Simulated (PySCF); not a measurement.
Compound: C4H5FOSi.
SMILES: `O=C1CC=C(F)[SiH2]1`

Computed, not measured: PBE0-D3(BJ)/def2-SVP geometry optimisation, gas phase (PySCF).

Masses are those of the commonest isotopes; rigid-rotor values at the optimised geometry. 

Question: What are A, B and C (cm⁻¹)?

Answer: Ia = 119.14, Ib = 302.73, Ic = 412.74 u·Å²; 505379 MHz·u·Å²/I gives 4242, 1669 and 1224 MHz, that is A = 0.14150, B = 0.05568, C = 0.04084 cm⁻¹.

Question: Classify the top.

Answer: An asymmetric top: κ = (2 × 1669 − 4242 − 1224)/(4242 − 1224) = -0.71.

Question: What does the inertial defect say?

Answer: Not planar: Δ = Ic − Ia − Ib = -9.13 u·Å². For a rigid frame Δ = −2 Σ m c², so Σ m c² = 4.57 u·Å² lies off the ab plane, practically all of it from hydrogen. The atom farthest from that plane is 1.22 Å away.

Question: Give the other two planar moments, Paa and Pbb, and the rms extents of the mass along the axes.

Answer: Paa = Σ m a² = (Ib + Ic − Ia)/2 = 298.17 and Pbb = Σ m b² = (Ia + Ic − Ib)/2 = 114.57 u·Å². With the mass M = 116.01 u, the rms extents √(P/M) along a, b and c are 1.60, 0.99, 0.20 Å.

Question: Predict some low-J microwave lines.

Answer: The dipole components are |μa| = 0.83 D, |μb| = 0.98 D, |μc| = 0.00 D; the mirror of this Cs structure is the ab plane, so μc vanishes by symmetry (the 0.01 D computed is a residue) and there are no c-type lines. Intensities carry the squares of the components, which stand as 0.71 : 1.00 (a : b). Some of the stronger lines:

```
type  branch         J(Ka,Kc)    MHz  lower level (cm⁻¹)
   a       Q  4(2,2) ← 4(2,3)    748               1.337
   a       Q  5(2,3) ← 5(2,4)   1634               1.816
   b       Q  2(1,1) ← 2(0,2)   3515               0.288
   b       Q  3(1,2) ← 3(0,3)   4354               0.571
   a       Q  4(1,3) ← 4(1,4)   4422               0.980
   b       Q  4(1,3) ← 4(0,4)   5615               0.940
   b       Q  4(2,2) ← 4(1,3)   7021               1.128
   a       R  3(1,3) ← 2(1,2)   7983               0.361
   a       R  3(2,2) ← 2(2,1)   8682               0.663
   b       R  5(1,4) ← 4(2,3)   9034               1.337
   a       R  3(1,2) ← 2(1,1)   9314               0.405
   b       R  4(0,4) ← 3(1,3)   9398               0.627
   a       R  4(2,3) ← 3(2,2)  11534               0.952
   a       R  4(3,1) ← 3(3,0)  11694               1.419
   a       R  4(2,2) ← 3(2,1)  12023               0.961
   a       R  4(1,3) ← 3(1,2)  12347               0.716
   b       Q  4(3,2) ← 4(2,3)  14142               1.337
   a       R  5(1,4) ← 4(1,3)  15307               1.128
   b       R  4(2,2) ← 3(1,3)  22034               0.627
   b       Q  5(5,1) ← 5(4,2)  25046               2.945
   b       R  4(3,2) ← 3(2,1)  25417               0.961
```

No frequency check. Constants of a rigid frame at the computed geometry: no zero-point averaging, no centrifugal distortion.

Hardware: one thread, Arm Neoverse V1 (aarch64), no GPU, on a shared host. Cost: 42 s, 0.50 GiB resident at most. This is the geometry optimisation.
